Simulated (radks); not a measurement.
Effect of the nuclear size on the magnesium ion Mg5+, [He] 2s2 2p3. Method: Dirac Kohn-Sham, relativistic LDA (MacDonald-Vosko exchange, VWN5 correlation), spin-unpolarised, spherical densities, finite nucleus; open shells are shared between the two j in proportion to 2j + 1; Fermi nuclear charge, rms radius 3.057 fm; computed with a radial shooting solver on a logarithmic mesh with Libxc functionals. The rms radius is varied about that value; shifts are against it.

rms radius (fm) = 2.4853: total energy shift (eV) -0.000899; density at nucleus (e/bohr^3) 1165; 1s1/2 shift (meV) -0.367
rms radius (fm) = 2.7513: total energy shift (eV) -0.000503; density at nucleus (e/bohr^3) 1164; 1s1/2 shift (meV) -0.205
rms radius (fm) = 3.057: total energy shift (eV) 0; density at nucleus (e/bohr^3) 1162; 1s1/2 shift (meV) 0.000
rms radius (fm) = 3.1976: total energy shift (eV) 0.000249; density at nucleus (e/bohr^3) 1162; 1s1/2 shift (meV) 0.102
rms radius (fm) = 3.4911: total energy shift (eV) 0.000805; density at nucleus (e/bohr^3) 1161; 1s1/2 shift (meV) 0.328

Slopes of the eigenvalues against <r^2> in GHz/fm^2, as finite differences over the two radii next to the reference (eigenvalue slopes, not the field-shift constants of lines): 1s1/2 27.9.
